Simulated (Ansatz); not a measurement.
Isolated molecules relaxed with PBE0-D4/def2-TZVP in Ansatz; ΔE leaves out vibrations. CBS: MP2 limit from def2 TZ/QZ plus the TZ coupled-cluster correction, frozen cores. This one scheme is used for every species. DFT in def2-TZVPP. Each species was taken in one conformer, which may not be the lowest.

Consider the ligand exchange at the Si–F bond: `O[SiH2][SiH](F)Cl` + H₂S → `O[SiH2][SiH](S)Cl` + H–F.

`O[SiH2][SiH](F)Cl`:

Z-matrix (Å, degrees):
```
Si
Si 1 2.351
O 1 1.648 2 108.5
H 1 1.482 2 112.0 3 117.3
H 1 1.489 2 107.6 3 -122.2
Cl 2 2.061 1 105.3 3 43.4
F 2 1.597 1 111.5 3 160.3
H 2 1.482 1 117.9 3 -75.3
H 3 0.959 1 117.0 2 -49.8
```

H₂S:

Z-matrix (Å, degrees):
```
S
H 1 1.341
H 1 1.341 2 92.3
```

`O[SiH2][SiH](S)Cl`:

Cartesian coordinates in Å:
```
O 0.926 -1.755 -0.110
Si -0.452 -1.083 0.507
Si -0.308 1.223 0.126
S -0.310 1.656 -1.957
Cl 1.491 1.754 1.025
H 1.756 -1.436 0.250
H -0.601 -1.342 1.967
H -1.580 -1.698 -0.232
H -1.356 2.099 0.701
H 0.434 0.582 -2.278
```

H–F:

Z-matrix (Å, degrees):
```
F
H 1 0.920
```

```
            species  B2PLYP energy (Eh)
`O[SiH2][SiH](F)Cl`         -1216.46044
                H₂S          -399.27468
`O[SiH2][SiH](S)Cl`         -1515.26829
                H–F          -100.43758
```

Question: Work out ΔE.

Answer: ΔE = (-1515.26829) + (-100.43758) − (-1216.46044) − (-399.27468) = 0.02925 Eh = +76.8 kJ/mol. CCSD(T)/CBS gives +65.6 kJ/mol.

Largest T1 diagnostic among the species: 0.012.

In def2-TZVPP, CCSD(T) changes the Hartree–Fock value by −25.9 kJ/mol (the triples alone add −5.0 kJ/mol) and MP2 by −32.7 kJ/mol. The D4 term adds −11.3 kJ/mol with B3LYP and −6.2 kJ/mol with PBE0; it sums over pairs of atoms, weighted by their polarisabilities, and B3LYP, whose exchange is more repulsive, gets the larger term.

B3LYP here is the variant with VWN-RPA as its local correlation; programs differ in this.
